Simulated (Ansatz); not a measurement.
Z-matrix (Å, degrees):
```
C
O 1 1.400
H 1 1.090 2 107.8
H 1 1.099 2 111.5 3 -119.5
H 1 1.099 2 111.5 3 119.5
C 2 1.405 1 112.8 3 -180.0
B 6 1.552 2 114.2 1 180.0
H 6 1.108 2 111.1 1 -57.5
H 6 1.108 2 111.1 1 57.4
C 7 1.566 6 122.9 2 0.2
H 7 1.195 6 118.4 2 -179.9
N 10 1.278 7 118.8 6 179.3
H 10 1.098 7 119.8 6 -0.6
H 12 1.024 10 111.0 7 -179.9
```

Total charge 0; spin multiplicity 1.

(1) List the B3LYP/def2-TZVPP orbital energies in eV (the Gaussian-basis code of Ansatz). (Best estimate.)

Answers

(1) Ansatz gave: Occupied: -520.75, -389.74, -278.03, -277.75, -277.59, -183.62, -28.50, -24.67, -19.96, -17.75, -16.77, -13.86, -13.55, -13.21, -13.16, -11.92, -11.07, -10.02, -9.39, -9.33, -8.79, -7.42, -7.20. Lowest empty: -2.43, 0.69, 0.94, 1.07, 1.69, 1.94, 2.34, 2.72.

B3LYP here is the variant with VWN-RPA as its local correlation; programs differ in this.
